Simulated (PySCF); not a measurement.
TDDFT excited states: C8H8O

Species: C8H8O.
SMILES: `C#C/C(C=O)=C/CC=C`

Theory: TDDFT CAM-B3LYP/def2-SVPD, vertical, gas phase, core orbitals frozen in the response in PySCF. One conformer (not necessarily the lowest) at the GFN2-xTB geometry, without solvent, vibrations or thermal averaging. Torsions of this conformer, `[CH:1]#[C:2]/[C:3]([CH:4]=[O:5])=[CH:6]/[CH2:7][CH:8]=[CH2:9]`: C2–C3–C4–O5 -177°, C3–C6–C7–C8 173°, C6–C7–C8–C9 -126°.

Q: Predict the UV-vis stick spectrum at this level.

A: 

```
state  E (eV)  λ (nm)  ν̃ (cm⁻¹)       f    main configurations (H = HOMO, L = LUMO)
   S1    3.66   338.3      29560  0.0004                    H-1→L (74%), H-2→L (13%)
   S2    4.75   261.1      38300   0.237                                   H→L (97%)
   S3    5.26   235.6      42440  0.0023                    H-3→L (47%), H-2→L (44%)
   S4    5.58   222.1      45030  0.0031       H-2→L (39%), H-3→L (37%), H-1→L (17%)
   S5    6.26   198.0      50500  0.0026                    H→L+6 (39%), H→L+5 (36%)
   S6    6.43   192.7      51900   0.105        H→L+3 (48%), H-4→L (12%), H→L+1 (8%)
   S7    6.64   186.6      53590  0.0007  H-1→L+3 (44%), H-1→L+1 (13%), H-2→L+3 (9%)
   S8    6.95   178.3      56070  0.0065                    H→L+2 (65%), H→L+1 (21%)
```

Triplets, Tamm–Dancoff:

| state | E (eV) | λ (nm) | main configurations (H = HOMO, L = LUMO) |
| --- | --- | --- | --- |
| T1 | 2.86 | 432.8 | H→L (87%) |
| T2 | 3.17 | 391.7 | H-1→L (70%), H-2→L (12%) |
| T3 | 4.51 | 274.8 | H-2→L+1 (46%), H-2→L+3 (13%), H-1→L+1 (12%) |

The lowest singlet lies at 3.66 eV (338 nm, ultraviolet) and is dark (f under 0.0005); its leading configuration is HOMO-1→LUMO (74%). The strongest level in the table is S2 at 4.75 eV (261 nm, f = 0.237). Löwdin shares by element: HOMO carbon 77% or more (atoms not listed hold the other 23%); LUMO carbon 60% or more, oxygen 16% (atoms not listed hold the other 24%). Weighted by f, the mean energy of these states is 5.31 eV. The listed states span 3.29 eV, and the widest gap between neighbours is 1.08 eV (S1 to S2). Orbital energies (eV): HOMO-3 -9.97, HOMO-2 -9.23, HOMO-1 -9.08, HOMO -8.53, LUMO -1.16, LUMO+1 1.18, LUMO+2 1.34. The window holds the lowest 8 singlets.
